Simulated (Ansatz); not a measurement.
Cost and result for the atomization energy of CH5FInN (`C[NH][InH][F]`) (9 atoms, 8 bonds).

```
atom   x (Å)   y (Å)   z (Å)
  C1  -1.077  -0.670  -0.337
  N2   0.254  -0.192  -0.644
 In3   1.375   0.918   0.559
  F4   0.276   1.193   2.162
  H5  -1.822  -0.306  -1.055
  H6  -1.130  -1.766  -0.325
  H7  -1.376  -0.318   0.651
  H8   0.594  -0.482  -1.546
  H9   2.905   1.623   0.535
```

The species carries charge 0 and has multiplicity 1. Correlated methods include outer-core shells of In, which these sets cover unevenly. In: def2 effective core potential. The structure was optimised at the PBE0-D4/def2-TZVP level. It is one conformer, not always the lowest. Program: Ansatz. All runs use 4 threads of a server CPU on a shared host. Times are those of one run each, without the atoms' runs, and a repeat can differ threefold. Electronic energies, without spin–orbit coupling; frozen cores. CCSD(T)/CBS adds CCSD(T) − MP2 in def2-TZVPP to the MP2 limit, and its time is that of the two runs behind it. T1 = 0.016. With those shells the extrapolation isn't a true limit. HSE06 is the plane-wave form, built on full-range PBE exchange.

CCSD(T)/CBS is a level of theory with its own doubt, some kJ/mol a heavy atom from the limit and from the frozen cores, so smaller differences don't rank the functionals.

| level | functions | wall time |
| --- | --- | --- |
| BLYP-D4/def2-TZVPP | 213 | 1.7 s |
| PBE0-D4/def2-TZVPP | 213 | 2.1 s |
| HSE06-D4/def2-TZVPP | 213 | 2.4 s |
| CAM-B3LYP-D4/def2-TZVPP | 213 | 2.5 s |
| r2SCANh-D4/def2-TZVPP | 213 | 3.3 s |
| r2SCAN-D4/def2-TZVPP (with forces) | 213 | 3.5 s |
| B2PLYP/def2-TZVPP | 213 | 4.2 s |
| CCSD(T)/def2-SVP | 93 | 4.2 s |
| B97M-V/def2-TZVPP | 213 | 6.5 s |
| ωB97M-V/def2-TZVPP (with forces) | 213 | 8.5 s |
| MP2/def2-QZVPP | 403 | 13 s |
| CCSD(T)/def2-TZVPP | 213 | 100 s |
| CCSD(T)/CBS(def2) | – | 110 s |

(1) What atomization energy does each give, and how far from CCSD(T)/CBS? (Estimate.)

Answers

(1) Computed: 
```json
{"level": "BLYP-D4/def2-TZVPP", "atomization (kcal/mol)": "691.4", "difference from CCSD(T)/CBS": "-4.6", "per bond": "-0.6"}
{"level": "PBE0-D4/def2-TZVPP", "atomization (kcal/mol)": "687.8", "difference from CCSD(T)/CBS": "-8.2", "per bond": "-1.0"}
{"level": "HSE06-D4/def2-TZVPP", "atomization (kcal/mol)": "688.1", "difference from CCSD(T)/CBS": "-7.9", "per bond": "-1.0"}
{"level": "CAM-B3LYP-D4/def2-TZVPP", "atomization (kcal/mol)": "696.7", "difference from CCSD(T)/CBS": "0.7", "per bond": "0.1"}
{"level": "r2SCANh-D4/def2-TZVPP", "atomization (kcal/mol)": "684.3", "difference from CCSD(T)/CBS": "-11.7", "per bond": "-1.5"}
{"level": "r2SCAN-D4/def2-TZVPP (with forces)", "atomization (kcal/mol)": "690.2", "difference from CCSD(T)/CBS": "-5.8", "per bond": "-0.7"}
{"level": "B2PLYP/def2-TZVPP", "atomization (kcal/mol)": "683.1", "difference from CCSD(T)/CBS": "-12.9", "per bond": "-1.6"}
{"level": "CCSD(T)/def2-SVP", "atomization (kcal/mol)": "646.5", "difference from CCSD(T)/CBS": "-49.5", "per bond": "-6.2"}
{"level": "B97M-V/def2-TZVPP", "atomization (kcal/mol)": "692.1", "difference from CCSD(T)/CBS": "-3.9", "per bond": "-0.5"}
{"level": "ωB97M-V/def2-TZVPP (with forces)", "atomization (kcal/mol)": "694.1", "difference from CCSD(T)/CBS": "-1.9", "per bond": "-0.2"}
{"level": "MP2/def2-QZVPP", "atomization (kcal/mol)": "695.5", "difference from CCSD(T)/CBS": "-0.5", "per bond": "-0.1"}
{"level": "CCSD(T)/def2-TZVPP", "atomization (kcal/mol)": "673.8", "difference from CCSD(T)/CBS": "-22.2", "per bond": "-2.8"}
{"level": "CCSD(T)/CBS(def2)", "atomization (kcal/mol)": "696.0", "difference from CCSD(T)/CBS": "0.0", "per bond": "0.0"}
```

The D4 term adds +5.6 kcal/mol with B3LYP and +2.9 kcal/mol with PBE0; it sums over pairs of atoms, weighted by their polarisabilities, and B3LYP, whose exchange is more repulsive, gets the larger term. Leaving LDA and LC-ωPBE aside and taking each functional with its dispersion term where it has one, the values, not all of them listed here, spread over 38.5 kcal/mol, from BHLYP-D4 to PBE-D4. LDA lies +98.3 kcal/mol from PBE without D4, its usual overbinding. From BLYP to BHLYP (50 % exact exchange), in def2-TZVPP and without D4, the atomization energy moves by −22.4 kcal/mol: exact exchange takes away binding that semilocal exchange gives to molecules.

B3LYP here is the variant with VWN-RPA as its local correlation; programs differ in this.

Spin–orbit coupling would lower the free In atoms strongly, and the atomization energy with them, by more than many differences here.
